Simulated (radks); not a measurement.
The mean radii <r> (bohr) of the occupied orbitals of an atom or ion are listed with their occupations. Calculated with a radial shooting solver on a logarithmic mesh with Libxc functionals: scalar-relativistic Kohn-Sham, LDA (Slater exchange, Perdew-Wang correlation), spin-polarised, spherical densities, finite nucleus; Fermi nuclear charge, rms radius of each element as measured or else 0.836 A^(1/3) + 0.57 fm.

| orbital | occ. | <r> |
|---|---|---|
| 1s up | 1 | 0.01745 |
| 1s down | 1 | 0.01745 |
| 2s up | 1 | 0.07367 |
| 2s down | 1 | 0.07367 |
| 2p up | 3 | 0.06626 |
| 2p down | 3 | 0.06626 |
| 3s up | 1 | 0.1906 |
| 3s down | 1 | 0.1906 |
| 3p up | 3 | 0.1914 |
| 3p down | 3 | 0.1914 |
| 3d up | 5 | 0.1733 |
| 3d down | 5 | 0.1733 |
| 4s up | 1 | 0.4237 |
| 4s down | 1 | 0.4236 |
| 4p up | 3 | 0.4509 |
| 4p down | 3 | 0.4508 |
| 4d up | 5 | 0.4788 |
| 4d down | 5 | 0.4786 |
| 5s up | 1 | 0.9787 |
| 5s down | 1 | 0.9753 |
| 4f up | 7 | 0.5360 |
| 4f down | 7 | 0.5344 |
| 5p up | 3 | 1.135 |
| 5p down | 3 | 1.130 |
| 5d up | 5 | 1.667 |
| 6s up | 1 | 2.654 |
| 5d down | 2 | 1.678 |

Name the element and its charge. Open shells, if any, are filled with parallel spins first.

Answer. Z = 77, iridium, charge +1: Ir+ in [Xe] 4f14 5d7 6s1. The 1s radius gives Z: for a bare nucleus <r> = (2 gamma + 1)/(2Z) with gamma = sqrt(1 - (Z/c)^2), 0.01724 bohr for Z = 77, and screening makes it slightly larger (0.01745 here). The occupations add up to 76, and the charge is Z minus that.
